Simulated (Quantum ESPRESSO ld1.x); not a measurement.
Results of a calculation; reference values are marked as such.
Species: the krypton ion Kr11+. Configuration: [Ar] 3d7.

Level of theory: non-relativistic Kohn-Sham, LDA (Slater exchange, Perdew-Zunger correlation), spin-polarised, spherical densities, point nucleus; open shells are filled with parallel spins first (ld1.x of Quantum ESPRESSO 7.5).

Energy parts (hartree):
| part | energy |
|---|---|
| total | -2701.6429 |
| kinetic | 2699.7926 |
| electron-nucleus | -6212.5563 |
| Hartree | 894.2985 |
| exchange-correlation | -83.1777 |

Orbitals (lengths in bohr, moments of r in powers of bohr; <r^-3> diverges for s and p1/2; r(max) is where P^2 peaks):
orbital  occ.  eigenvalue (hartree)   r(max)  <1/r>       <r^4>  <r^-3>
1s up       1              -520.138  0.02808  35.45  0.00001485       -
1s down     1              -520.134  0.02808  35.45  0.00001485       -
2s up       1              -76.4649   0.1584  7.884    0.002955       -
2s down     1              -76.3082   0.1583  7.893    0.002943       -
2p up       3              -70.2016   0.1251  7.870    0.002031    1388
2p down     3              -70.0832   0.1250  7.878    0.002020    1391
3s up       1              -18.5691   0.4683  2.737      0.1478       -
3s down     1              -18.3715   0.4691  2.725      0.1499       -
3p up       3              -16.3375   0.4559  2.651      0.1550   228.6
3p down     3              -16.1377   0.4568  2.639      0.1578   226.0
3d up       5              -12.3753   0.3888  2.477      0.1583   32.32
3d down     2              -12.1558   0.3905  2.464      0.1640   31.98

The highest occupied level is 3d down at -330.78 eV. Spin moment in Bohr magnetons: 3. For comparison, the ionisation energy in NIST's Atomic Spectra Database is 350 eV (theoretical). In exact Kohn-Sham theory the highest level is minus the ionisation energy, but local and semilocal functionals leave it too shallow, through self-interaction and a potential that decays too fast; potentials with the right tail come closer.
